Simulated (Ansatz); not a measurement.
Ansatz (a quantum-chemistry and plane-wave program) input (RI-MP2/def2-QZVPPD):
A basis named .json is the Basis Set Exchange file of that set.

Ansatz 0.2 input:
```yaml
crystal:
  periodic: [false, false, false]
  atoms:
    - {symbol: In, position_ang: [0.00000000, 0.00000000, 0.00000000]}
    - {symbol: Br, position_ang: [-0.00000000, -0.00000000, -2.36845066]}
    - {symbol: Br, position_ang: [0.00000000, 0.00000000, 2.36845066]}
basis:
  gaussian:
    orbitals: def2-QZVPPD.json
    fitting: {mean_field: def2-universal-jkfit, correlation: def2-QZVPPD-RIFIT.json}
total_charge: 2
magnetization: {spin_polarized: true, initial_magnetization: 1}
correlation: {method: mp2, electrons: outside_noble_gas}
```

End of the output:

```
integrals: 0.59 GiB planned
750 factors; integrals over basis functions are off by at most 1.3e0 eV
920 factors; integrals over basis functions are off by at most 1.3e1 eV
mean field: 1.71 GiB planned
mean field evaluation 1: about -145127.0155 eV, gradient 2.0e1 eV
mean field evaluation 2: about -145128.5142 eV, gradient 1.5e1 eV
mean field evaluation 4: about -145129.0333 eV, gradient 8.7e-1 eV
mean field evaluation 8: about -145129.0590 eV, gradient 5.4e-2 eV
mean field evaluation 16: about -145129.0591 eV, gradient 1.2e-4 eV
mean field evaluation 32: about -145127.0155 eV, gradient 2.0e1 eV
mean field evaluation 64: about -145127.9921 eV, gradient 1.7e0 eV
mean field evaluation 96: about -145129.0591 eV, gradient 1.0e-3 eV
mean field -145129.72601023 eV, -5333.4190584145 hartree, gradient 2.2e-6 eV, S^2 0.760317; 12 other end points of the search recorded, 0 dependent functions left out
37 core orbitals not correlated, not the lowest: weight in the atoms' cores, before any rotation towards them, 0.489 or more for the frozen orbitals, at most 0.468 for the correlated occupied ones
reference -145129.72601023 eV, -5333.4190584145 hartree; 8, 7 occupied and 239, 240 virtual orbitals, 920 factors
second order -9.57575063 eV of doubles, -0.00000000 eV of singles
Total energy: -145139.30176086 eV, -5333.7709607594 hartree
```

This state (charge 2, doublet) is run at the relaxed geometry of the species with charge 1 and multiplicity 1.
